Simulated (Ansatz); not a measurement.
Reaction (formal exchange of groups at the Si–C bond): `CNC(=O)[SiH2]Cl` + `CN[SiH2]O` → `O[SiH2]N[SiH2]Cl` + `CNC(C)=O`

Isolated molecules relaxed with PBE0-D4/def2-TZVP in Ansatz; ΔE leaves out vibrations. CCSD(T)/CBS is the MP2 limit (def2-TZVPP, def2-QZVPP) plus CCSD(T) − MP2 in def2-TZVPP, frozen cores. Functionals use def2-TZVPP. B3LYP here is the variant with VWN-RPA as its local correlation; programs differ in this. One conformer a species, not always the lowest.

Problem. Is it downhill or uphill in electronic energy at CCSD(T)/CBS, and by how much? (An estimate is asked.)

Solution. Computed: Downhill: ΔE = -34.3 kcal/mol.

Problem. What do these levels give: r2SCAN-D4, B3LYP-D4, ωB97X-V, ωB97M-V, B2PLYP, PBE, HF/def2-TZVPP, MP2/def2-TZVPP, CCSD/def2-TZVPP, HF/def2-QZVPP, SCS-MP2/def2-QZVPP, CCSD/CBS(def2)? (Estimate.)

Solution. Ansatz gave: r2SCAN-D4 -33.5, B3LYP-D4 -32.4, ωB97X-V -33.6, ωB97M-V -34.1, B2PLYP -33.5, PBE -29.8, HF/def2-TZVPP -38.0, MP2/def2-TZVPP -35.2, CCSD/def2-TZVPP -35.1, HF/def2-QZVPP -38.2, SCS-MP2/def2-QZVPP -34.8, CCSD/CBS(def2) -35.1 kcal/mol.

Largest T1 diagnostic among the species: 0.015.

From PBE to PBE0 (25 % exact exchange), in def2-TZVPP and without D4, ΔE moves by −2.9 kcal/mol. In def2-TZVPP, CCSD(T) changes the Hartree–Fock value by +3.8 kcal/mol (the triples alone add +0.8 kcal/mol) and MP2 by +2.8 kcal/mol.
